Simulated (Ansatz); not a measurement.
Coupled-cluster run, C$_{2}$H$_{4}$BrFO, SMILES `COC(F)Br`.

```yaml
crystal:
  periodic: [false, false, false]
  atoms:
    - {symbol: C, position_ang: [-0.148328, -1.054196, -0.657459]}
    - {symbol: O, position_ang: [0.652461, 0.093475, -0.403068]}
    - {symbol: C, position_ang: [0.156327, 0.886656, 0.568406]}
    - {symbol: F, position_ang: [-0.959352, 1.544682, 0.148897]}
    - {symbol: Br, position_ang: [1.507095, 2.193858, 1.034301]}
    - {symbol: H, position_ang: [-1.118813, -0.771596, -1.071370]}
    - {symbol: H, position_ang: [0.399289, -1.652789, -1.381898]}
    - {symbol: H, position_ang: [-0.293858, -1.635496, 0.259849]}
    - {symbol: H, position_ang: [-0.106421, 0.349006, 1.485241]}
basis:
  gaussian: {orbitals: def2-SVP}
correlation: {method: ccsd_t}
```

```sh
$ ansatz run in.yaml --threads 4 --pin off --events-out ev --progress --plain --max-ram 10444MiB
```

Log, shortened:

```
Functional definition: HF
1062 factors; integrals over basis functions are off by at most 1.4e-3 eV
mean field evaluation 1: about -76848.7435 eV, gradient 3.5e1 eV
mean field evaluation 2: about -76848.8432 eV, gradient 3.5e1 eV
mean field evaluation 4: about -76851.6146 eV, gradient 3.2e0 eV
mean field evaluation 8: about -76851.6567 eV, gradient 2.0e-1 eV
mean field -76851.65690934 eV, -2824.2462994941 hartree, gradient 1.8e-6 eV, S^2 0.000000; 0 other end points of the search recorded, 0 dependent functions left out
13 core orbitals not correlated: weight in the atoms' cores, before any rotation towards them, 1.000 or more for the frozen orbitals, at most 0.000 for the correlated occupied ones
reference -76851.65690934 eV, -2824.2462994941 hartree; 21, 21 occupied and 74, 74 virtual orbitals, 1062 factors
second order -23.82888695 eV of doubles, -0.00000000 eV of singles
cycle   1  -24.01293694 eV  change   -1.8e-1 eV  update   9.9e-2
cycle   2  -24.54847068 eV  change   -5.4e-1 eV  update   2.8e-2
cycle   3  -24.66771162 eV  change   -1.2e-1 eV  update   1.4e-2
cycle   4  -24.65961956 eV  change    8.1e-3 eV  update   2.9e-3
cycle   5  -24.65970083 eV  change   -8.1e-5 eV  update   1.3e-3
cycle   6  -24.66029001 eV  change   -5.9e-4 eV  update   4.1e-4
cycle   7  -24.65997816 eV  change    3.1e-4 eV  update   1.5e-4
cycle   8  -24.65991075 eV  change    6.7e-5 eV  update   4.8e-5
cycle   9  -24.65992877 eV  change   -1.8e-5 eV  update   1.7e-5
perturbative correction -0.60257731 eV, -0.0221443078 hartree
Total energy: -76876.91941542 eV, -2825.1746794691 hartree
```

Run time 7.5 s (4 threads of an AMD EPYC 7B13 on a shared host); peak host memory 0.56 GiB.

MP2 recovers 94.3 % of the CCSD(T) correlation energy and the triples give 2.4 %; T1 = 0.0095.
